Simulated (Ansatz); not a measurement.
Gas-phase electronic energies from Ansatz, PBE0-D4/def2-TZVP geometries. CCSD(T)/CBS is the MP2 limit (def2-TZVPP, def2-QZVPP) plus CCSD(T) − MP2 in def2-TZVPP, frozen cores. This one scheme is used for every species. DFT in def2-TZVPP. B3LYP here is the variant with VWN-RPA as its local correlation; programs differ in this. HSE06 is defined as in plane-wave codes. Each species was taken in one conformer, which may not be the lowest.

`N#C[Si](Cl)(Cl)Cl` + CH₃OH → `CO[Si](Cl)(Cl)Cl` + `C#N`  (ligand exchange at the Si–C bond)

| level | ΔE (kJ/mol) | difference from CCSD(T)/CBS |
| --- | --- | --- |
| PBE0-D4 | -85.2 | 7.1 |
| HSE06-D4 | -84.7 | 7.6 |
| ωB97X-V | -93.4 | -1.1 |
| ωB97M-V | -93.4 | -1.1 |
| B3LYP | -87.4 | 4.9 |
| HF/def2-SVP | -93.0 | -0.7 |
| MP2/def2-QZVPP | -90.7 | 1.6 |
| SCS-MP2/def2-QZVPP | -90.6 | 1.7 |
| HF/CBS(def2) | -102.2 | -9.9 |
| MP2/CBS(def2) | -91.0 | 1.3 |
| CCSD(T)/CBS | -92.3 | 0 |

Largest T1 diagnostic among the species: 0.014.

Leaving LDA and LC-ωPBE aside and taking each functional with its dispersion term where it has one, the values, not all of them listed here, spread over 18.7 kJ/mol, from BHLYP-D4 to revPBE-D4. LDA lies −11.4 kJ/mol from PBE without D4. At CCSD(T), def2-SVP lies +8.1 kJ/mol from the extrapolated value and def2-TZVPP +1.6 kJ/mol. From PBE to PBE0 (25 % exact exchange), in def2-TZVPP and without D4, ΔE moves by −5.4 kJ/mol.
